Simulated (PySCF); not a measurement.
C2H8O2Si2, SMILES C1[Si@@H](OC[SiH2]1)O.

Geometry optimised at PBE-D3(BJ)/def2-SVP. The structure was generated by enumeration; whether it is a known compound was not checked. The values are those of a single conformer.

Computed with TDA-PBE/def2-SVPD (PySCF 2.14.0).

Vertical excitations. 

**Question.** Give excitation energies, oscillator strengths and character. (Estimate from the structure and the level; the computed values follow.)

**Answer.** 
```
state  energy (eV)  λ (nm)      f          main pairs
-----  -----------  ------  -----  ------------------
S1            5.82     213  0.004      HOMO→LUMO 97 %
S2            6.18     201  0.034    HOMO→LUMO+1 91 %
S3            6.33     196  0.007    HOMO−1→LUMO 83 %
S4            6.40     194  0.022    HOMO→LUMO+2 82 %
S5            6.47     192  0.003    HOMO−2→LUMO 94 %
S6            6.68     186  0.006  HOMO−1→LUMO+1 91 %
S7            6.73     184  0.004    HOMO→LUMO+3 90 %
S8            6.86     181  0.080  HOMO−2→LUMO+1 89 %
S9            6.95     178  0.028    HOMO→LUMO+4 93 %
S10           7.00     177  0.017  HOMO−1→LUMO+2 84 %
T1            5.61     221      0      HOMO→LUMO 99 %
T2            5.88     211      0    HOMO→LUMO+1 97 %
T3            6.17     201      0    HOMO−1→LUMO 87 %
T4            6.25     198      0    HOMO→LUMO+2 79 %
```
Triplets are in the Tamm–Dancoff approximation.
